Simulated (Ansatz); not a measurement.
Conformers of C₃H₉GaO₂ (`CC(C)[O][GaH][OH]`), each relaxed with PBE0-D4/def2-TZVP in Ansatz. CBS adds the triple-zeta coupled-cluster correction to the MP2 limit.

Outer-core shells of Ga are correlated without core-valence functions. Scalar relativity is left out up to krypton. Spin–orbit coupling is left out.

Not all of them had a frequency check.

Conformer A:

Cartesian coordinates in Å:
```
C 0.740 0.191 -1.545
C 0.971 0.284 -0.047
C 0.435 1.582 0.531
O 0.443 -0.838 0.627
Ga -1.270 -1.295 0.681
O -1.462 -2.779 1.645
H 1.244 1.004 -2.074
H 1.120 -0.757 -1.929
H -0.329 0.257 -1.776
H 2.054 0.250 0.134
H -0.640 1.674 0.341
H 0.601 1.613 1.610
H 0.928 2.448 0.082
H -2.463 -0.556 0.010
H -2.371 -3.077 1.709
```

Conformer B:

```xyz
15

C    -1.046   -0.146    1.332
C    -0.203   -0.846    0.281
C     1.260   -0.915    0.680
O    -0.362   -0.245   -0.987
Ga    0.076    1.429   -1.417
O    -0.294    1.764   -3.124
H    -1.003   -0.674    2.288
H    -2.088   -0.097    1.013
H    -0.685    0.874    1.500
H    -0.577   -1.872    0.170
H     1.666    0.090    0.835
H     1.843   -1.409   -0.100
H     1.390   -1.473    1.611
H     0.696    2.520   -0.513
H    -0.674    1.001   -3.568
```

**Question.** Which is lowest in electronic energy at CCSD(T)/CBS (frozen core, def2 sets), and by how much? (An estimate is asked.)

**Answer.** Computed: B; A lies 6.8 kJ/mol higher.

**Question.** Give the energies relative to B (kJ/mol) with PBE0-D4/def2-TZVPP, ωB97X-V/def2-TZVPP, r2SCAN/def2-TZVPP, HF/def2-TZVPP, SCS-MP2/def2-TZVPP, HF/def2-QZVPP, MP2/def2-QZVPP. (Best estimate.)

**Answer.** Computed: 
```tsv
level	A
PBE0-D4/def2-TZVPP	6.5
ωB97X-V/def2-TZVPP	7.0
r2SCAN/def2-TZVPP	6.5
HF/def2-TZVPP	7.2
SCS-MP2/def2-TZVPP	6.2
HF/def2-QZVPP	7.1
MP2/def2-QZVPP	6.4
```
